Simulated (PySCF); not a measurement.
## Ti⁺ (titanium, charge +1) across methods

[Ar] 3d3, high-spin 4F determinant (an excited configuration). All numbers are calculated (PySCF 2.14, scalar relativity by spin-free X2C-1e, in x2c-TZVPPall).

```
   method  E (hartree)  mean ε 3p α (eV)  mean ε 3p β (eV)  mean ε 3d α (eV)  Σ⟨r²⟩ (bohr²)   ⟨S²⟩
      LDA     -851.356           -42.568           -40.389            -9.009          23.45  3.750
      PBE     -853.235           -42.525           -40.274            -8.949          23.49  3.750
   PBEsol     -852.260           -42.446           -40.201            -8.889          23.44  3.750
    TPSSh     -853.481           -43.958           -41.278            -9.427          23.10  3.751
      UHF   -852.51069           -54.171           -48.461           -14.259          22.29  3.752
   r2SCAN     -853.429           -43.485           -40.712            -9.070          22.97  3.751
BHandHLYP     -853.456           -48.533           -44.768           -11.708          22.63  3.751
     PBE0     -853.269           -45.606           -42.576           -10.349          22.97  3.751
      M06     -853.420           -45.507           -42.901           -10.063          23.28  3.750
```
